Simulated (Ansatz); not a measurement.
Basis-set extrapolation for C$_{2}$H$_{5}$NSSi (`C[SiH2]SC#N`) (PBE0-D4/def2-TZVP geometry, frozen core, Ansatz). Multiplicity 1, RHF reference.

|  | def2-TZVPP | def2-QZVPP |
| --- | --- | --- |
| HF | -819.653865 | -819.679452 |
| MP2 correlation | -0.812388 | -0.870531 |
| CCSD(T) correlation | -0.894500 | not run |

Energies in hartree. Use E(X) = E(∞) + A·exp(−7.88·√X) for Hartree–Fock and E(X) = E(∞) + B·X^(−2.97) for correlation, with X = 3 and 4, and add CCSD(T) minus MP2 of the smaller set to the MP2 limit.

**Question.** What is the CCSD(T) energy at the basis-set limit?

**Answer.** HF limit: -819.679452 + (-0.025587) × 0.13774 = -819.68298. MP2 limit: -0.870531 + (-0.058143) × 0.74074 = -0.91360. Higher-order term: -0.894500 − (-0.812388) = -0.08211. Total: -820.67869 hartree, 342.2 kJ/mol below CCSD(T)/def2-TZVPP.
